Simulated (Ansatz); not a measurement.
Gas-phase electronic energies from Ansatz, PBE0-D4/def2-TZVP geometries. CCSD(T)/CBS adds triple-zeta CCSD(T) − MP2 to the extrapolated MP2 energy (def2 sets, frozen cores). Functionals use def2-TZVPP. Each species was taken in one conformer, which may not be the lowest.

`[SiH3][Si]1([SiH3])BC1` → `C[SiH2][SiH]1B[SiH2]1`  (isomerisation)

```csv
level,ΔE (kJ/mol)
r2SCAN-D4,-19.0
PBE,-21.3
MP2/CBS(def2),-20.6
CCSD/CBS(def2),-14.6
```

Q: What does CCSD(T)/CBS give? (Estimate.)

A: Ansatz gave: -19.2 kJ/mol. The listed levels differ from it by 0.2, -2.1, -1.4, 4.6 kJ/mol.

Largest T1 diagnostic among the species: 0.015.

In def2-TZVPP, CCSD(T) changes the Hartree–Fock value by −27.6 kJ/mol (the triples alone add −4.6 kJ/mol) and MP2 by −29.0 kJ/mol.
